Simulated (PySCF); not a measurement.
Ionisation energy of Os⁵³⁺ by level of theory

Os⁵³⁺ [Ar] 3d5 [3d3/2^4 3d5/2^1, M_J = 5/2] → Os⁵⁴⁺ [Ar] 3d4 [3d3/2^4, M_J = 0], as a difference of total energies. All numbers are calculated (PySCF 2.14, the two-component X2C-1e Hamiltonian, in an even-tempered Gaussian basis (15 s from 15 bohr⁻², ratio 2.8; 12 p from 19 bohr⁻², ratio 2.8; 8 d from 19 bohr⁻², ratio 2.8; 3 f from 64 bohr⁻², ratio 3)). Correlated levels: [Ne] frozen; the 72 highest virtual spinors dropped. "Screened" scales the spin-orbit matrix elements by Boettger's factors to mimic the two-electron term; Breit and QED terms are absent.

```
                    method  ionisation energy (eV)
           GHF (spin-free)                  5111.5
          GMP2 (spin-free)                  5111.4
 GHF (screened spin-orbit)                  5054.1
GMP2 (screened spin-orbit)                  5053.9
```

Breit and QED terms and the two-electron picture change are absent.

The spin-free rows relax to the high-spin LS determinant and lack the spin-orbit shift.

The labels give the starting determinants; with spin-orbit coupling the two ends relaxed to ⟨J²⟩ = 8.75, ⟨L²⟩ = 6.46, ⟨S²⟩ = 2.78 and ⟨J²⟩ = 0.00, ⟨L²⟩ = 2.47, ⟨S²⟩ = 2.47.

For comparison: 5052 ± 5 eV (theoretical estimate listed by NIST; NIST Atomic Spectra Database, ionization energies).
